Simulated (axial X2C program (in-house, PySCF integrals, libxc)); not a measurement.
# Spin–orbit effects down a group: molecules with Y (ions), CCSD

Calculated with an in-house relativistic program for diatomic molecules, spin-free (one-electron X2C) or two-component (2c: spin–orbit coupling with atomic mean-field Coulomb and Gaunt terms, which also bring small scalar terms), in Dyall basis sets with cores contracted in-house; open shells are unrestricted.

Basis sets: O dyall-av3z, S dyall-av3z, Se dyall-acv3z, Y dyall-acv3z. Frozen shells (counts by l): YO⁻ Y 4s3p1d, O 1s, 10 electrons correlated; YS⁻ Y 4s3p1d, S 2s1p, 10 electrons correlated; YSe⁻ Y 4s3p1d, Se 3s2p1d, 10 electrons correlated. Coupled cluster in natural virtuals with an MP2 remainder. Where the outer core of a metal is frozen, bonds come out longer and ionisation energies lower.

| molecule | spin-free state | Re (Å) | ωe (cm⁻¹) | De (eV) | 2c state | Re 2c (Å) | ωe 2c (cm⁻¹) | De 2c (eV) |
| --- | --- | --- | --- | --- | --- | --- | --- | --- |
| YO⁻ | M_S = 0, Λ = 0 | 1.848 | 785.2 | 6.92 | Ω = 0 | 1.847 | 786.1 | n/a |
| YS⁻ | M_S = 0, Λ = 0 | 2.381 | 433.9 | 4.85 | Ω = 0 | 2.381 | 433.9 | n/a |
| YSe⁻ | M_S = 0, Λ = 0 | 2.520 | 300.5 | 4.38 | Ω = 0 | 2.520 | 300.3 | n/a |

Fragments in 2c: Y + O-, Y + S-, Y + Se-. Each entry is the lowest single determinant of a limited PBE0 search at one distance. De goes to single-determinant-based atoms at the same level (for ions the charge split of lowest energy) and is withheld (n/a) where an atom does not fit its ground term or J level. Main or longest-lived isotopes. One determinant is a doubtful description, or other states lie close, for YO⁻; these need not be ground states, and all values refer to the states named.
